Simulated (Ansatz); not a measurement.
Cost and result up the ladder for (HBe-mu-NH2)2 (Be₂N₂H₆) (10 atoms). Charge 0, multiplicity 1. Geometry: PBE0-D4/def2-TZVP.

```xyz
10

Be    0.6275   -0.6860   -0.6293
H     1.0675   -1.6716   -1.4517
N    -0.0627    0.8261   -0.9184
Be   -0.8898    0.4611    0.5060
H    -2.1394    0.7526    0.9476
N     0.2811   -0.6388    1.0212
H    -0.5498    1.0335   -1.7789
H     0.6066    1.5791   -0.7847
H     0.0384   -1.4720    1.5386
H     1.0205   -0.1840    1.5497
```

Ansatz on 4 threads of Intel Xeon on a shared host. Times are rough, and most runs start from the orbitals of an earlier one. CAM-B3LYP-D4/def2-TZVP serves as the yardstick here, not as an exact answer. Differences are given only for rows in sets of like size (and for xTB, whose basis is part of the method), since another set adds its own error. Binding counts from free atoms at the same level (Be singlet, H doublet, N quartet; other spins of the atoms weren't run), without zero-point energy or a counterpoise term.

B3LYP takes the VWN-RPA correlation. Correlated methods freeze 2 core orbitals.

Correlated methods converge slowly with the basis.

```tsv
level	functions	binding energy per atom (eV)	difference from CAM-B3LYP-D4/def2-TZVP (eV)
CCSD(T)/def2-TZVPD	172	3.14	-0.24
B3LYP-D4/def2-TZVP	136	3.37	-0.01
PBE-D4/def2-TZVPD	172	3.38	0.00
revPBE-D4/def2-TZVP	136	3.30	-0.08
CCSD(T)/def2-TZVPP	184	3.19	-0.20
PBE0-D4/def2-SVP	76	3.32	–
r2SCAN-D4/def2-TZVPD	172	3.34	-0.05
CAM-B3LYP-D4/def2-TZVP	136	3.38	0.00
MP2/def2-TZVP	136	3.18	-0.21
r2SCANh-D4/def2-TZVP	136	3.32	-0.07
r2SCAN-D4/def2-TZVP (with forces)	136	3.33	-0.05
PBE0-D4/def2-TZVP	136	3.32	-0.07
PBE0-D4/def2-TZVPD	172	3.33	-0.06
LDA (SPW92)/def2-TZVP	136	3.76	0.37
```

Estimate how long each takes.

PBE0-D4/def2-SVP 1.1 s; LDA (SPW92)/def2-TZVP 1.2 s; MP2/def2-TZVP 1.6 s; revPBE-D4/def2-TZVP 1.7 s; PBE0-D4/def2-TZVP 2.3 s; B3LYP-D4/def2-TZVP 2.3 s; PBE-D4/def2-TZVPD 2.4 s; CAM-B3LYP-D4/def2-TZVP 2.6 s; PBE0-D4/def2-TZVPD 3 s; r2SCANh-D4/def2-TZVP 3.3 s; r2SCAN-D4/def2-TZVP (with forces) 3.6 s; r2SCAN-D4/def2-TZVPD 4 s; CCSD(T)/def2-TZVPD 32 s; CCSD(T)/def2-TZVPP 40 s. On shared hardware such times vary by a factor of up to 3.
